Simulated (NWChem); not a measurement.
# C₂H₅NOSi; SMILES O[Si@@H]1C=NC1

```xyz
10

O      0.0002    -2.0543     0.4503
Si     0.0228    -0.5750    -0.3490
C      1.1058     0.9274     0.0675
N      0.1163     1.7704     0.1042
C     -1.1152     0.9274     0.0359
H     -0.0058    -2.0049     1.4223
H      0.0799    -0.9703    -1.7972
H      2.1538     1.2795     0.1447
H     -1.8406     1.3004    -0.7179
H     -1.6301     0.9331     1.0196
```
Atoms are numbered in this order, from 1.

Level: PBE-D3(BJ)/def2-SVP (NWChem), optimised geometry, unscaled harmonic frequencies. 

```json
[
 {"frequency (cm⁻¹)": "136", "IR intensity (km/mol)": "12.9"},
 {"frequency (cm⁻¹)": "210", "IR intensity (km/mol)": "1.0"},
 {"frequency (cm⁻¹)": "335", "IR intensity (km/mol)": "119.5"},
 {"frequency (cm⁻¹)": "358", "IR intensity (km/mol)": "4.2"},
 {"frequency (cm⁻¹)": "480", "IR intensity (km/mol)": "4.9"},
 {"frequency (cm⁻¹)": "616", "IR intensity (km/mol)": "4.1"},
 {"frequency (cm⁻¹)": "683", "IR intensity (km/mol)": "55.7"},
 {"frequency (cm⁻¹)": "713", "IR intensity (km/mol)": "51.1"},
 {"frequency (cm⁻¹)": "775", "IR intensity (km/mol)": "114.9"},
 {"frequency (cm⁻¹)": "794", "IR intensity (km/mol)": "14.5"},
 {"frequency (cm⁻¹)": "861", "IR intensity (km/mol)": "188.1"},
 {"frequency (cm⁻¹)": "878", "IR intensity (km/mol)": "20.9"},
 {"frequency (cm⁻¹)": "886", "IR intensity (km/mol)": "5.7"},
 {"frequency (cm⁻¹)": "938", "IR intensity (km/mol)": "55.7"},
 {"frequency (cm⁻¹)": "1089", "IR intensity (km/mol)": "10.7"},
 {"frequency (cm⁻¹)": "1129", "IR intensity (km/mol)": "4.5"},
 {"frequency (cm⁻¹)": "1225", "IR intensity (km/mol)": "7.2"},
 {"frequency (cm⁻¹)": "1366", "IR intensity (km/mol)": "3.0"},
 {"frequency (cm⁻¹)": "1555", "IR intensity (km/mol)": "8.1"},
 {"frequency (cm⁻¹)": "2169", "IR intensity (km/mol)": "129.2"},
 {"frequency (cm⁻¹)": "2992", "IR intensity (km/mol)": "14.0"},
 {"frequency (cm⁻¹)": "3046", "IR intensity (km/mol)": "4.4"},
 {"frequency (cm⁻¹)": "3054", "IR intensity (km/mol)": "25.3"},
 {"frequency (cm⁻¹)": "3761", "IR intensity (km/mol)": "83.2"}
]
```

| Property | Result |
|---|---|
| zero-point energy | 42.9 kcal/mol |
| thermal correction to the enthalpy at 298.15 K (with zero-point energy) | 47.2 kcal/mol |
| heat capacity Cv | 21.2 cal/(mol K) |
| entropy at 298.15 K and 1 atm (symmetry number 1) | 75.4 cal/(mol K) |
| dipole moment | 1.65 D |

Rigid rotor and harmonic oscillator.
